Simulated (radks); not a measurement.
The numbers below are computed, except where a source is named.
Species: the neodymium ion Nd3+. Configuration: [Kr] 4d10 4f3 5p6 6p2 (not the ground configuration).

Code: a radial shooting solver on a logarithmic mesh with Libxc functionals. Model: scalar-relativistic Kohn-Sham, r2SCAN, spin-polarised, spherical densities, finite nucleus; open shells are filled with parallel spins first (spin-orbit coupling, left out, can overturn this in heavy ions); meta-GGA in the generalised Kohn-Sham scheme; Fermi nuclear charge, rms radius 4.9123 fm.

Energy parts (hartree):
part                       energy
total                  -9619.1257
kinetic                10237.4345
electron-nucleus      -23268.2197
Hartree                 3632.6203
exchange-correlation    -220.9609

Orbitals (lengths in bohr, moments of r in powers of bohr; <r^-3> diverges for s and p1/2; r(max) is where P^2 peaks; r(90%) holds 90 % of the orbital's charge):
orbital  occ.  eigenvalue (hartree)  <r^-3>   <1/r>  r(90%)   r(max)
1s up       1             -1599.132       -   66.04  0.0427  0.01510
1s down     1             -1599.130       -   66.04  0.0427  0.01510
2s up       1             -260.8347       -   15.27   0.156  0.08545
2s down     1             -260.8350       -   15.27   0.156  0.08545
2p up       3             -233.2331    9018   14.39   0.145  0.06893
2p down     3             -233.2322    9018   14.39   0.145  0.06893
3s up       1             -58.25239       -   5.577   0.390   0.2434
3s down     1             -58.20697       -   5.581   0.390   0.2434
3p up       3             -49.49926    1842   5.263   0.396   0.2385
3p down     3             -49.45330    1845   5.266   0.395   0.2385
3d up       5             -37.35761   250.3   4.985   0.377   0.1964
3d down     5             -37.32103   250.7   4.989   0.377   0.1963
4s up       1             -13.12765       -   2.325   0.870   0.5651
4s down     1             -13.00294       -   2.326   0.870   0.5648
4p up       3             -10.23902   399.0   2.146   0.931   0.5894
4p down     3             -10.11243   399.0   2.146   0.930   0.5891
4d up       5              -6.11307   45.30   1.884    1.05   0.6173
4d down     5              -5.98299   45.31   1.884    1.05   0.6169
4f up       3              -1.70296   5.928   1.393    1.51   0.6445
4f down     0              -1.57566   5.859   1.382    1.54   0.6452
5p up       3              -2.21438   68.42  0.8393    2.24    1.420
5p down     3              -2.16312   64.64  0.8226    2.27    1.439
6p up       2              -0.79247   13.67  0.3641    4.87    3.322

The highest occupied level is 6p up at -21.564 eV. The configuration is held as typed, so some empty levels lie below it. The electron density at the nucleus is 4.718e+05 e/bohr^3 (large components only). The spin density at the nucleus is -6.283 e/bohr^3 (1s -0.358, 2s 0.003, 3s -6.066, 4s 0.138).
